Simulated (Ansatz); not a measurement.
```yaml
crystal:
  periodic: [false, false, false]
  atoms:
    - {symbol: Rb, position_ang: [-1.904530, -2.440232, -0.532595]}
    - {symbol: Rb, position_ang: [2.689504, -1.511526, 0.586461]}
    - {symbol: Rb, position_ang: [0.044982, 1.854929, -1.727131]}
    - {symbol: Rb, position_ang: [-0.863733, 0.755476, 2.924015]}
    - {symbol: I, position_ang: [0.911227, -1.506405, -2.490377]}
    - {symbol: I, position_ang: [2.029051, 1.923049, 1.219402]}
    - {symbol: I, position_ang: [-2.906501, 0.924709, 0.020226]}
basis:
  gaussian: {orbitals: def2-TZVPP, nuclear_model: gaussian}
magnetization: {spin_polarized: false, initial_magnetization: 1}
hamiltonian: {xc: {name: wB97X}}
output: {forces: true}
```

```sh
$ ansatz run in.yaml --threads 4 --pin off --events-out ev --progress --plain --max-ram 4787MiB
```

**Question.** Does this run fit into the memory that it is given?

**Answer.** No. It has 310 basis functions, and the program plans for 6 GiB where 5 GiB are given.
